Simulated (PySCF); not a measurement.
Ground-state electric properties of a mixed set of molecules.

All values: wB97X-D/def2-SVPD (PySCF) at PBE0-D3(BJ)/def2-SVP geometries, gas phase, one conformer each. Core orbitals are frozen in the response; Δα² is half the sum of the squared differences of the principal polarisabilities. The calculation is non-relativistic, for germanium too.

**Question.** Rank by dipole moment, highest first.
A. `[CH3:1][O:2][CH2:3][C:4](=[O:5])[OH:6]` with C1–O2–C3–C4 -75°, O2–C3–C4–O5 4°, C3–C4–O6–H 180° (methoxyacetic acid)
B. `C(C)#[C][GeH3]`
C. `[CH:1]#[C:2][Si@H:3]([CH3:4])[n:5]1[cH:6][n:7][c:8]([CH3:9])[cH:10]1` with C2–Si3–N5–C6 139°
D. `[H]/[N:5]=[C:3](\[O:2][CH3:1])[CH3:4]` with C1–O2–C3–C4 179°
E. `[CH3:1][CH2:2][CH2:3][O:4][C:5](=[O:6])[CH2:7][CH3:8]` with C1–C2–C3–O4 176°, C2–C3–O4–C5 86°, C3–O4–C5–O6 0°, O4–C5–C7–C8 -177°

**Answer.** C (3.72 D), D (2.25 D), A (2.07 D), E (1.75 D), B (1.14 D).

**Question.** Rank by HOMO–LUMO gap, lowest first.
A. `C=C(C)/C=C/Cl`
B. `COCC(=O)O`
C. `C#C[Si@H](C)n1cnc(C)c1`
D. `CC#[C][GeH3]`
E. `C/C(=N/[H])OC`

**Answer.** A (9.05 eV), C (9.42 eV), D (11.27 eV), B (11.39 eV), E (12.03 eV).

**Question.** Rank by mean static polarisability, lowest first.
A. `CCCOC(=O)CC`
B. `CC(F)=C(F)F`
C. `[Si@@H](C)(n1cc(C)nc1)C#C`
D. `[H]/N=C(/C)OC`
E. `C(=C)C(CCl)=C`
F. `CC#[C][GeH3]`

**Answer.** B (5.99 Å³), D (7.42 Å³), F (10.14 Å³), E (11.64 Å³), A (11.98 Å³), C (17.44 Å³).

All values together:

```
                SMILES    formula  μ (D)  HOMO (eV)  LUMO (eV)  α (Å³)  Δα (Å³)  electrons  α per electron (Å³)  ΔSCF removal energy (eV)
           C=CC(=C)CCl     C5H7Cl   1.97      -8.84       0.49   11.64     5.88         54                0.216                      9.02
         [H]/N=C(/C)OC     C3H7NO   2.25      -9.82       2.21    7.42     2.38         40                0.186                     10.19
          CC#[C][GeH3]     C3H6Ge   1.14      -9.44       1.82   10.14     6.13         56                0.181                      9.77
           CCCOC(=O)CC    C6H12O2   1.75      -9.93       2.15   11.98     4.05         64                0.187                     10.23
             COCC(=O)O     C3H6O3   2.07      -9.63       1.76    7.33     2.13         48                0.153                     10.03
C#C[Si@H](C)n1cnc(C)c1  C7H10N2Si   3.72      -8.18       1.24   17.44     6.94         80                0.218                      8.24
           CC(F)=C(F)F     C3H3F3   1.97      -9.11       2.15    5.99     2.77         48                0.125                      9.70
         C=C(C)/C=C/Cl     C5H7Cl   1.80      -8.46       0.58   12.18     9.22         54                0.226                      8.63
```

Conformers: `[CH2:1]=[CH:2][C:3](=[CH2:4])[CH2:5][Cl:6]` with C1–C2–C3–C4 -179°, C2–C3–C5–Cl6 -71°; `[H]/[N:5]=[C:3](\[O:2][CH3:1])[CH3:4]` with C1–O2–C3–C4 179°; `[CH3:1][CH2:2][CH2:3][O:4][C:5](=[O:6])[CH2:7][CH3:8]` with C1–C2–C3–O4 176°, C2–C3–O4–C5 86°, C3–O4–C5–O6 0°, O4–C5–C7–C8 -177°; `[CH3:1][O:2][CH2:3][C:4](=[O:5])[OH:6]` with C1–O2–C3–C4 -75°, O2–C3–C4–O5 4°, C3–C4–O6–H 180°; `[CH:1]#[C:2][Si@H:3]([CH3:4])[n:5]1[cH:6][n:7][c:8]([CH3:9])[cH:10]1` with C2–Si3–N5–C6 139°; `[CH2:1]=[C:2]([CH3:3])/[CH:4]=[CH:5]/[Cl:6]` with C1–C2–C4–C5 180°.

**Question.** By how much does the ΔSCF value exceed −ε(HOMO) over the species that have both?

**Answer.** By 0.06 to 0.59 eV, 0.30 eV on average, over 8 species.
